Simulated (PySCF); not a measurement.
Precursor series Zn OH-CH3. All species are isolated molecules in the gas phase. One relaxed conformer stands for each flexible species; it need not be the lowest.

Level of theory: TPSSh-D3(BJ)/def2-TZVP // PBE-D3(BJ)/def2-SVP (PySCF 2.14.0). 

| species | HOMO–LUMO gap (eV) | charge on the central atom (meta-Löwdin) (e) | coordination number | mean distance from the central atom to its bonded neighbours (Å) | HOMO (eV) |
|---|---|---|---|---|---|
| 0 of 2 OH replaced by CH3 | 5.96 | 1.28 | 2 | 1.780 | -7.47 |
| 1 of 2 OH replaced by CH3 ([Zn(OH)(CH3)]) | 6.38 | 1.14 | 2 | 1.859 | -7.07 |
| 2 of 2 OH replaced by CH3 ([Zn(CH3)2]) | 6.42 | 1.04 | 2 | 1.947 | -6.51 |
